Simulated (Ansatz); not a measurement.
Isolated molecules relaxed with PBE0-D4/def2-TZVP in Ansatz; ΔE leaves out vibrations. CCSD(T)/CBS is the MP2 limit (def2-TZVPP, def2-QZVPP) plus CCSD(T) − MP2 in def2-TZVPP, frozen cores. DFT in def2-TZVPP. Elements past krypton have def2 core potentials. For Cd, Zr outer-core shells are correlated without core-valence functions, which leaves a few kJ/mol of doubt a bond. One conformer a species, not always the lowest.

Consider the substitution at a C–O bond: `CC(C)[O][Cd][NH2]` + `[NH2][Zr]([F])([F])[F]` → `CC(C)[NH][Zr]([F])([F])[F]` + `[NH2][Cd][OH]`.

```json
{"level": "revPBE-D4", "ΔE (kJ/mol)": "-12.5", "difference from CCSD(T)/CBS": "8.1"}
{"level": "r2SCANh-D4", "ΔE (kJ/mol)": "-10.9", "difference from CCSD(T)/CBS": "9.7"}
{"level": "ωB97X-V", "ΔE (kJ/mol)": "-12.1", "difference from CCSD(T)/CBS": "8.5"}
{"level": "r2SCANh", "ΔE (kJ/mol)": "-10.1", "difference from CCSD(T)/CBS": "10.5"}
{"level": "r2SCAN0", "ΔE (kJ/mol)": "-11.0", "difference from CCSD(T)/CBS": "9.6"}
{"level": "CAM-B3LYP", "ΔE (kJ/mol)": "-8.6", "difference from CCSD(T)/CBS": "12.0"}
{"level": "CCSD(T)/def2-SVP", "ΔE (kJ/mol)": "-8.9", "difference from CCSD(T)/CBS": "11.7"}
{"level": "SCS-MP2/def2-TZVPP", "ΔE (kJ/mol)": "-19.8", "difference from CCSD(T)/CBS": "0.8"}
{"level": "SCS-MP2/def2-QZVPP", "ΔE (kJ/mol)": "-22.1", "difference from CCSD(T)/CBS": "-1.5"}
{"level": "CCSD/CBS(def2)", "ΔE (kJ/mol)": "-19.7", "difference from CCSD(T)/CBS": "0.9"}
{"level": "CCSD(T)/CBS", "ΔE (kJ/mol)": "-20.6", "difference from CCSD(T)/CBS": "0"}
```

Largest T1 diagnostic among the species: 0.017.

At CCSD(T), def2-SVP lies +11.7 kJ/mol from the extrapolated value and def2-TZVPP +3.3 kJ/mol. The D4 term adds −3.2 kJ/mol with B3LYP and −2.0 kJ/mol with PBE0; it sums over pairs of atoms, weighted by their polarisabilities, and B3LYP, whose exchange is more repulsive, gets the larger term.

B3LYP here is the variant with VWN-RPA as its local correlation; programs differ in this.
